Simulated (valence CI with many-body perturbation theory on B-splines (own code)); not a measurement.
# Sc VII: calculated level list

Computed by relativistic CI+MBPT: five valence electrons over a frozen Dirac-Fock core [Ne], radial functions for each j: 11 s, 11 p, 10 d, 8 f, 5 g, 2 h, with the one-electron correlation potential Σ1 (screened to all orders), the two-electron term Σ2, the three-electron term Σ3, Breit, model QED; selected single and double excitations, second order for the rest, scaled by the run's own slope (own B-spline code, finite nucleus).

Set against measurement, 7 paired levels are off by 114 cm⁻¹ on average, the worst by 199. These come from a selection out of Sugar and Corliss, J. Phys. Chem. Ref. Data 9, 473 (1980). Levels without a partner in it may be off by more. Among the levels kept, up to 3200 cm⁻¹ of a level comes from second order outside the variational space, and about a tenth of that is noise between levels of different J, which matters for small intervals.

Levels 136 to 168 of 168, with energies above the lowest level, 3s²3p³ ⁴S°_3/2. "Leading %" is the weight of the configuration and term that name the level; weights of strongly mixed levels are sums over their largest components and can fall short.

```
No.  Configuration  Term     J  E (eV)  Leading %   Second component      g
136       3s²3p3d²   ²H°   9/2  75.656         94                     0.910
137       3s²3p3d²   ²F°   7/2  75.729         56   28 % 3s3p³3d ²F°  1.153
138       3s²3p²4p   ⁴D°   7/2  75.775         66  20 % 3s²3p3d² ⁴D°  1.417
139       3s²3p²4p   ²D°   3/2  75.811         81    5 % 3s3p³3d ²D°  0.856
140        3s3p³3d   ²P°   3/2  75.996         79  12 % 3s²3p3d² ²P°  1.329
141        3s3p³3d   ²P°   1/2  76.020         80  13 % 3s²3p3d² ²P°  0.664
142       3s²3p²4p   ⁴S°   3/2  76.088         83   6 % 3s²3p3d² ⁴P°  1.974
143       3s²3p3d²   ²H°  11/2  76.133         94                     1.091
144       3s²3p3d²   ⁴F°   3/2  76.175         84    7 % 3s3p³3d ⁴F°  0.407
145       3s²3p²4p   ²D°   5/2  76.184         61  11 % 3s²3p3d² ⁴P°  1.238
146       3s²3p3d²   ⁴F°   5/2  76.233         77    7 % 3s3p³3d ⁴F°  1.055
147       3s²3p3d²   ⁴F°   7/2  76.298         84    7 % 3s3p³3d ⁴F°  1.241
148       3s²3p3d²   ⁴F°   9/2  76.359         85    7 % 3s3p³3d ⁴F°  1.332
149       3s²3p3d²   ⁴P°   1/2  76.394         56  30 % 3s²3p²4p ⁴P°  2.659
150       3s²3p3d²   ⁴P°   3/2  76.529         52  31 % 3s²3p²4p ⁴P°  1.725
151       3s²3p3d²   ⁴P°   5/2  76.734         45  30 % 3s²3p²4p ⁴P°  1.542
152        3s3p³3d   ²D°   3/2  77.025         36  34 % 3s²3p3d² ²D°  0.810
153        3s3p³3d   ²D°   5/2  77.085         28  27 % 3s²3p3d² ²D°  1.233
154       3s²3p²4p   ²P°   3/2  77.122         88                     1.321
155       3s²3p²4p   ²P°   1/2  77.125         88                     0.675
156       3s²3p3d²   ²G°   7/2  77.890         66   26 % 3s3p³3d ²G°  0.890
157       3s²3p3d²   ²G°   9/2  77.963         66   26 % 3s3p³3d ²G°  1.111
158       3s²3p²4p   ²F°   5/2  78.459         83   6 % 3s²3p²4p ²D°  0.880
159       3s²3p²4p   ²F°   7/2  78.616         87                     1.146
160       3s²3p²4p   ²D°   5/2  78.784         81   4 % 3s²3p²4p ²F°  1.186
161       3s²3p²4p   ²D°   3/2  78.785         86                     0.825
162        3s3p³3d   ²D°   5/2  79.145         64  15 % 3s²3p3d² ²D°  1.199
163        3s3p³3d   ²D°   3/2  79.271         65  14 % 3s²3p3d² ²D°  0.803
164       3s²3p3d²   ⁴D°   7/2  79.587         77   15 % 3s3p³3d ⁴D°  1.428
165       3s²3p3d²   ⁴D°   5/2  79.650         76   15 % 3s3p³3d ⁴D°  1.371
166       3s²3p3d²   ⁴D°   3/2  79.704         76   15 % 3s3p³3d ⁴D°  1.199
167       3s²3p3d²   ⁴D°   1/2  79.735         76   16 % 3s3p³3d ⁴D°  0.000
168       3s²3p²4p   ²P°   1/2  79.838         85   6 % 3s²3p3d² ²P°  0.666
```

Names give the largest LS component (configuration and term), which can be under half, so a name can repeat, a term be missing and a line seem to break the LS rules; names also repeat where a configuration has a term twice.

Where two levels of one J and parity lie close, their mixing, g and order are uncertain.
